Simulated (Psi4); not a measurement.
Psi4 input (wB97X-D/6-31G*):

```
memory 1500 MB

molecule {
1 2
N    -0.00000000   -0.00000000   -1.00555951
P     0.00000000    0.00000000    0.46926111
symmetry c1
no_reorient
no_com
}

set {
  basis 6-31G*
  reference uks
  scf_type pk
  dft_radial_points 99
  dft_spherical_points 590
  e_convergence 1e-8
  d_convergence 1e-7
  maxiter 150
}

e = energy('wb97x-d')
print_out(f'\nFINAL {e:.10f} DIPOLE {variable("CURRENT DIPOLE")[0]:.6f} {variable("CURRENT DIPOLE")[1]:.6f} {variable("CURRENT DIPOLE")[2]:.6f}\n')
```

Output:

```
   => Loading Basis Set <=

    Name: 6-31G*
    Role: ORBITAL
    Keyword: BASIS
    atoms 1 entry N          line   128 file 6-31gs.gbs
    atoms 2 entry P          line   292 file 6-31gs.gbs

   => WB97X-D: Empirical Dispersion <=

    Chai and Head-Gordon Dispersion Correction
    Chai, J.-D.; Head-Gordon, M. (2010), J. Chem. Phys., 132: 6615-6620

        s6 =       1.000000

         ---------------------------------------------------------
                                   SCF
               by Justin Turney, Rob Parrish, Andy Simmonett
                          and Daniel G. A. Smith
                              UKS Reference
         ---------------------------------------------------------

  ==> Geometry <==

    Molecular point group: c1
    Full point group: C_inf_v

    Geometry (in Angstrom), charge = 1, multiplicity = 2:

       Center              X                  Y                   Z               Mass
    ------------   -----------------  -----------------  -----------------  -----------------
         N            0.000000000000     0.000000000000    -1.005559510000    14.003074004430
         P            0.000000000000     0.000000000000     0.469261110000    30.973761998420

  Running in c1 symmetry.

  Rotational constants: A = ************  B =      0.80352  C =      0.80352 [cm^-1]
  Rotational constants: A = ************  B =  24088.82083  C =  24088.82083 [MHz]
  Nuclear repulsion =   37.674823884920997

  Charge       = 1
  Multiplicity = 2
  Electrons    = 21
  Nalpha       = 11
  Nbeta        = 10

  ==> Algorithm <==

  SCF Algorithm Type is PK.
  DIIS enabled.
  MOM disabled.
  Fractional occupation disabled.
  Guess Type is SAD.
  Energy threshold   = 1.00e-08
  Density threshold  = 1.00e-07
  Integral threshold = 1.00e-12

  ==> Primary Basis <==

  Basis Set: 6-31G*
    Blend: 6-31G*
    Number of shells: 14
    Number of basis functions: 34
    Number of Cartesian functions: 34
    Spherical Harmonics?: false
    Max angular momentum: 2

  ==> DFT Potential <==

   => LibXC <=

    Version 7.1.2
    S. Lehtola, C. Steigemann, M. J. T. Oliveira, and M. A. L. Marques,  SoftwareX 7, 1–5 (2018) (10.1016/j.softx.2017.11.002)

   => Composite Functional: WB97X-D <=

    wB97X-D Hyb-GGA Exchange-Correlation Functional

    J.-D. Chai and M. Head-Gordon,  Phys. Chem. Chem. Phys. 10, 6615–6620 (2008) (10.1039/B810189B)

    Deriv               =              1
    GGA                 =           TRUE
    Meta                =          FALSE

    Exchange Hybrid     =           TRUE
    MP2 Hybrid          =          FALSE

   => Exchange-Correlation Functionals <=

    1.0000   wB97X-D range-separated functional

   => Exact (HF) Exchange <=

    0.7780            HF,LR [omega = 0.2000]
    0.2220               HF

   => LibXC Density Thresholds  <==

    XC_HYB_GGA_XC_WB97X_D:  1.00E-14

   => Molecular Quadrature <=

    Radial Scheme          =       TREUTLER
    Pruning Scheme         =           NONE
    Nuclear Scheme         =       TREUTLER

    Blocking Scheme        =         OCTREE
    BS radius alpha        =              1
    Pruning alpha          =              1
    Radial Points          =             99
    Spherical Points       =            590
    Total Points           =         109866
    Total Blocks           =            902
    Max Points             =            256
    Max Functions          =             34
    Weights Tolerance      =       1.00E-15

  ==> Integral Setup <==

  Using in-core PK algorithm.
   Calculation information:
      Number of atoms:                   2
      Number of AO shells:              14
      Number of primitives:             42
      Number of atomic orbitals:        34
      Number of basis functions:        34

      Integral cutoff                 1.00e-12
      Number of threads:                 1

  Performing in-core PK
  Using 531930 doubles for integral storage.
  We computed 5460 shell quartets total.
  Whereas there are 5565 unique shell quartets.

  Computing range-separated integrals for PK
  We computed 5460 wK shell quartets total.
  Whereas there are 5565 wK unique shell quartets.

  ==> DiskJK: Disk-Based J/K Matrices <==

    J tasked:                  Yes
    K tasked:                  Yes
    wK tasked:                 Yes
    Omega:               2.000E-01
    Schwarz Cutoff:          1E-12


  Cached 100.0% of DFT collocation blocks in 0.098 [GiB].

  Minimum eigenvalue in the overlap matrix is 1.2057289476E-02.
  Reciprocal condition number of the overlap matrix is 2.3954930819E-03.
    Using symmetric orthogonalization.

  ==> Pre-Iterations <==

  SCF Guess: Superposition of Atomic Densities via on-the-fly atomic UHF (no occupation information).

   -------------------------
    Irrep   Nso     Nmo
   -------------------------
     A         34      34
   -------------------------
    Total      34      34
   -------------------------

  ==> Iterations <==

                        Total Energy        Delta E     RMS |[F,P]|

   @UKS iter SAD:  -395.37786353876521   -3.95378e+02   0.00000e+00
   @UKS iter   1:  -395.38532823462577   -7.46470e-03   1.63296e-02 DIIS/ADIIS
   @UKS iter   2:  -394.70570952371872    6.79619e-01   3.60615e-02 DIIS/ADIIS
   @UKS iter   3:  -395.55983340093337   -8.54124e-01   4.37244e-03 DIIS/ADIIS
   @UKS iter   4:  -395.57330066365085   -1.34673e-02   9.80237e-04 DIIS/ADIIS
   @UKS iter   5:  -395.57567170478131   -2.37104e-03   4.71636e-04 DIIS/ADIIS
   @UKS iter   6:  -395.57693523900588   -1.26353e-03   2.92826e-04 DIIS/ADIIS
   @UKS iter   7:  -395.57749079290727   -5.55554e-04   1.58093e-04 DIIS/ADIIS
   @UKS iter   8:  -395.57765539412389   -1.64601e-04   9.74344e-05 DIIS
   @UKS iter   9:  -395.57773857925537   -8.31851e-05   4.74673e-05 DIIS
   @UKS iter  10:  -395.57776352282332   -2.49436e-05   9.69656e-06 DIIS
   @UKS iter  11:  -395.57776364985853   -1.27035e-07   1.93861e-06 DIIS
   @UKS iter  12:  -395.57776365649556   -6.63704e-09   5.98866e-07 DIIS
   @UKS iter  13:  -395.57776365701108   -5.15513e-10   8.98197e-08 DIIS
  Energy and wave function converged.

  ==> Post-Iterations <==

   Electrons on quadrature grid:
      Nalpha   =   10.9999999979 ; deviation = -2.072e-09
      Nbeta    =    9.9999999978 ; deviation = -2.197e-09
      Ntotal   =   20.9999999957 ; deviation = -4.269e-09

   @Spin Contamination Metric:   4.212455183E-02
   @S^2 Expected:                7.500000000E-01
   @S^2 Observed:                7.921245518E-01
   @S   Expected:                5.000000000E-01
   @S   Observed:                5.000000000E-01

    Orbital Energies [Eh]
    ---------------------

    Alpha Occupied:

       1A    -77.665318     2A    -14.879046     3A     -7.090658
       4A     -5.239888     5A     -5.235667     6A     -5.235667
       7A     -1.323827     8A     -0.938855     9A     -0.791368
      10A     -0.760452    11A     -0.760452

    Alpha Virtual:

      12A     -0.320140    13A     -0.320140    14A     -0.133394
      15A      0.062147    16A      0.126344    17A      0.126344
      18A      0.216199    19A      0.404342    20A      0.404344
      21A      0.421275    22A      0.422484    23A      0.422484
      24A      0.563512    25A      0.563512    26A      0.825107
      27A      0.935438    28A      1.473121    29A      1.473122
      30A      1.702005    31A      1.702005    32A      2.252632
      33A      3.162206    34A      3.317454

    Beta Occupied:

       1A    -77.664974     2A    -14.858940     3A     -7.090424
       4A     -5.237174     5A     -5.237174     6A     -5.234711
       7A     -1.275477     8A     -0.867270     9A     -0.732923
      10A     -0.732923

    Beta Virtual:

      11A     -0.458648    12A     -0.304635    13A     -0.304635
      14A     -0.119000    15A      0.067533    16A      0.125240
      17A      0.125240    18A      0.247295    19A      0.390615
      20A      0.390618    21A      0.449019    22A      0.449019
      23A      0.455172    24A      0.580997    25A      0.580997
      26A      0.860539    27A      0.974898    28A      1.507189
      29A      1.507192    30A      1.765279    31A      1.765279
      32A      2.318720    33A      3.165798    34A      3.364639

    Final Occupation by Irrep:
              A
    DOCC [    10 ]
    SOCC [     1 ]
    NA   [    11 ]
    NB   [    10 ]

  @UKS Final Energy:  -395.57776365701108

   => Energetics <=

    Nuclear Repulsion Energy =             37.6748238849209969
    One-Electron Energy =                -612.8616196985155966
    Two-Electron Energy =                 201.1054968682547326
    DFT Exchange-Correlation Energy =     -21.4964621561989375
    Empirical Dispersion Energy =          -0.0000025554722499
    VV10 Nonlocal Energy =                  0.0000000000000000
    Total Energy =                       -395.5777636570110758

  UHF NO Occupations:
  HONO-2 :    9  A 1.9906172
  HONO-1 :   10  A 1.9906172
  HONO-0 :   11  A 1.0000000
  LUNO+0 :   12  A 0.0093828
  LUNO+1 :   13  A 0.0093828
  LUNO+2 :   14  A 0.0021023
  LUNO+3 :   15  A 0.0002841

Computation Completed

Properties will be evaluated at   0.000000,   0.000000,   0.000000 [a0]

Properties computed using the SCF density matrix

 Multipole Moments:

 ------------------------------------------------------------------------------------
     Multipole            Electronic (a.u.)      Nuclear  (a.u.)        Total (a.u.)
 ------------------------------------------------------------------------------------

 L = 1.  Multiply by 2.5417464519 to convert [e a0] to [Debye]
 Dipole X            :          0.0000000            0.0000000            0.0000000
 Dipole Y            :         -0.0000000            0.0000000           -0.0000000
 Dipole Z            :          0.7459547            0.0000002            0.7459549
 Magnitude           :                                                    0.7459549

 ------------------------------------------------------------------------------------

FINAL -395.5777636570 DIPOLE 0.000000 -0.000000 0.745955

*** Psi4 exiting successfully. Buy a developer a beer!
```

The dipole moment of an ion depends on the origin.
